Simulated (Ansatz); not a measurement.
BBrFHO (`OB(F)Br`), 5 atoms. The species carries charge 0 and has multiplicity 1. Correlated methods include outer-core shells of Br, which these sets cover unevenly. Scalar relativity is left out up to krypton. All runs use 2 threads of a server CPU on a shared host. Correlated methods freeze the cores.

Problem. How many basis functions does each run have, and how long does it take in Ansatz? RKS PBE0-D4/def2-TZVP frequencies; direct RPA on PBE orbitals/def2-TZVPP energy; RKS PBE0-D4/def2-QZVPP energy; RHF-CCSD(T)/def2-SVP energy; RKS SPW92/def2-TZVPP energy; RHF-MP2/def2-QZVPP energy; RKS PBE0-D4/def2-SVP energy; RHF-CCSD(T)/def2-TZVPP energy; RKS ωB97M-V/def2-QZVPP energy; RKS HSE06-D4/def2-TZVPP energy; RKS ωB97M-V/def2-SVP energy; RKS PBE0-D4/def2-TZVP relaxation (6 steps). (Estimate.)

Solution. Ansatz gave: Other jobs shared the machine, so times are rough.

| level | job | functions | wall time | peak host memory (GiB) |
| --- | --- | --- | --- | --- |
| RKS SPW92/def2-TZVPP | energy | 155 | 0.5 s | 0.17 |
| RKS PBE0-D4/def2-SVP | energy | 79 | 0.6 s | 0.16 |
| RKS HSE06-D4/def2-TZVPP | energy | 155 | 1.2 s | 0.35 |
| RHF-CCSD(T)/def2-SVP | energy | 79 | 1.6 s | 0.25 |
| direct RPA on PBE orbitals/def2-TZVPP | energy | 155 | 1.9 s | 0.28 |
| RKS ωB97M-V/def2-SVP | energy | 79 | 2 s | 0.22 |
| RKS PBE0-D4/def2-QZVPP | energy | 290 | 3 s | 0.72 |
| RHF-MP2/def2-QZVPP | energy | 290 | 6.5 s | 0.96 |
| RKS ωB97M-V/def2-QZVPP | energy | 290 | 7 s | 0.85 |
| RKS PBE0-D4/def2-TZVP | relaxation (6 steps) | 147 | 11 s | 0.33 |
| RHF-CCSD(T)/def2-TZVPP | energy | 155 | 14 s | 1.3 |
| RKS PBE0-D4/def2-TZVP | frequencies | 147 | 33 s | 0.32 |

HSE06 is defined as in plane-wave codes.
